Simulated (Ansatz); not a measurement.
HS2 (SMILES [S]S) moved off its minimum; all values from Ansatz (a first-principles code), cores frozen in correlated methods. Open shells are unrestricted.
(charge 0, multiplicity 2)
```xyz
3

S      0.93430    -0.48589     0.02865
S     -0.82815     0.44764    -0.08199
H     -1.75562    -0.56629     0.00240
```

Forces at MP2/aug-cc-pV(T+d)Z (eV/Å):

| atom | Fx | Fy | Fz |
|---|---|---|---|
| S1 | -1.000 | 0.344 | -0.045 |
| S2 | 0.306 | -0.749 | 0.075 |
| H3 | 0.693 | 0.405 | -0.030 |

Problem. Give the forces (eV/Å), the total energy and the dipole at CCSD(T)/aug-cc-pV(T+d)Z.

Solution. 
| atom | Fx | Fy | Fz |
|---|---|---|---|
| S1 | -0.487 | 0.092 | -0.015 |
| S2 | -0.067 | -0.383 | 0.035 |
| H3 | 0.554 | 0.290 | -0.021 |
Energy -796.0632 hartree, dipole 1.43 D.
